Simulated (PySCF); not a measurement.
Two-component Hartree-Fock for Fe (iron, neutral)

Start: [Ar] 3d6 4s2; 3d3/2 filled at m_j = -3/2, -1/2, +1/2, +3/2; 3d5/2 filled at m_j = +3/2, +5/2. Calculated with PySCF 2.14 in x2c-TZVPall-2c with one added diffuse shell each of s, p, d type (7s8p5d1f, 63 functions): generalised Hartree-Fock with the X2C-1e Hamiltonian and a Gaussian nucleus; one run each with spin-orbit coupling (SO) switched off, then screened by Boettger's factors.

```json
{"spinor shell": "1s1/2", "electrons": "2", "ε, spin-free (eV)": "-7175.3", "ε, screened SO (eV)": "-7175.2", "weight of nominal j (screened SO)": "1.000", "rms radius, screened SO (bohr)": "0.0675"}
{"spinor shell": "2s1/2", "electrons": "2", "ε, spin-free (eV)": "-882.72", "ε, screened SO (eV)": "-882.68", "weight of nominal j (screened SO)": "1.000", "rms radius, screened SO (bohr)": "0.288"}
{"spinor shell": "2p1/2", "electrons": "2", "ε, spin-free (eV)": "-748.43", "ε, screened SO (eV)": "-757.38", "weight of nominal j (screened SO)": "0.988", "rms radius, screened SO (bohr)": "0.259"}
{"spinor shell": "2p3/2", "electrons": "4", "ε, spin-free (eV)": "-748.43", "ε, screened SO (eV)": "-744.01", "weight of nominal j (screened SO)": "0.994", "rms radius, screened SO (bohr)": "0.261"}
{"spinor shell": "3s1/2", "electrons": "2", "ε, spin-free (eV)": "-115.69", "ε, screened SO (eV)": "-115.68", "weight of nominal j (screened SO)": "1.000", "rms radius, screened SO (bohr)": "0.871"}
{"spinor shell": "3p3/2", "electrons": "4", "ε, spin-free (eV)": "-75.075", "ε, screened SO (eV)": "-74.323", "weight of nominal j (screened SO)": "0.830", "rms radius, screened SO (bohr)": "0.938"}
{"spinor shell": "3p1/2", "electrons": "2", "ε, spin-free (eV)": "-75.075", "ε, screened SO (eV)": "-76.575", "weight of nominal j (screened SO)": "0.659", "rms radius, screened SO (bohr)": "0.934"}
{"spinor shell": "3d3/2", "electrons": "4", "ε, spin-free (eV)": "-17.357", "ε, screened SO (eV)": "-17.002", "weight of nominal j (screened SO)": "0.659", "rms radius, screened SO (bohr)": "1.24"}
{"spinor shell": "3d5/2", "electrons": "2", "ε, spin-free (eV)": "-17.357", "ε, screened SO (eV)": "-18.063", "weight of nominal j (screened SO)": "0.895", "rms radius, screened SO (bohr)": "1.22"}
{"spinor shell": "4s1/2", "electrons": "2", "ε, spin-free (eV)": "-7.170", "ε, screened SO (eV)": "-7.169", "weight of nominal j (screened SO)": "1.000", "rms radius, screened SO (bohr)": "3.49"}
```

```
   quantity    spin-free  screened SO
E (hartree)  -1271.32380  -1271.34550
        M_J            4            4
       ⟨J²⟩       20.024       20.024
       ⟨L²⟩        6.006        6.012
       ⟨S²⟩        6.018        6.014
```

Each row is a mean over spinors that exchange with the open shell spreads, by up to 15.232 eV (3p3/2).

Rows whose weight is well below 1 are mixtures of j = l ± 1/2: exchange outweighs spin-orbit coupling there, and the label is only the starting occupation.

Without spin-orbit coupling the j labels of p, d and f shells carry no meaning; the spin-free column gives the mean over the occupied spinors of each nl shell.
